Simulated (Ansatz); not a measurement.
One change: `CCCCCCCCO` becomes `CCCCCCCCCCO`.

Ansatz, PBE0-D4/def2-TZVP geometries, multiplicity 1. Each molecule was computed in one conformer, which needn't be the lowest.

```json
{"property": "HOMO–LUMO gap (B3LYP/def2-TZVPP) / eV", "`CCCCCCCCO`": "8.24"}
{"property": "size of the dipole moment (B3LYP/def2-TZVPP) / D", "`CCCCCCCCO`": "1.84"}
{"property": "HOMO energy (ωB97M-V/def2-TZVPP) / eV", "`CCCCCCCCO`": "-10.20"}
{"property": "HOMO energy (PBE/def2-TZVPP) / eV", "`CCCCCCCCO`": "-6.11"}
{"property": "LUMO energy (B3LYP/def2-TZVPP) / eV", "`CCCCCCCCO`": "0.73"}
{"property": "size of the dipole moment (PBE/def2-TZVPP) / D", "`CCCCCCCCO`": "1.75"}
```

Q: Give the same properties after the change, and the shifts. (Best estimate.)

A: Ansatz gave: 
```json
{"property": "HOMO–LUMO gap (B3LYP/def2-TZVPP) / eV", "`CCCCCCCCCCO`": "8.16", "shift": "-0.08"}
{"property": "size of the dipole moment (B3LYP/def2-TZVPP) / D", "`CCCCCCCCCCO`": "1.59", "shift": "-0.25"}
{"property": "HOMO energy (ωB97M-V/def2-TZVPP) / eV", "`CCCCCCCCCCO`": "-10.18", "shift": "0.02"}
{"property": "HOMO energy (PBE/def2-TZVPP) / eV", "`CCCCCCCCCCO`": "-6.08", "shift": "0.03"}
{"property": "LUMO energy (B3LYP/def2-TZVPP) / eV", "`CCCCCCCCCCO`": "0.67", "shift": "-0.06"}
{"property": "size of the dipole moment (PBE/def2-TZVPP) / D", "`CCCCCCCCCCO`": "1.50", "shift": "-0.25"}
```

Dipoles are sizes alone; their direction can turn.

B3LYP here is the variant with VWN-RPA as its local correlation; programs differ in this.
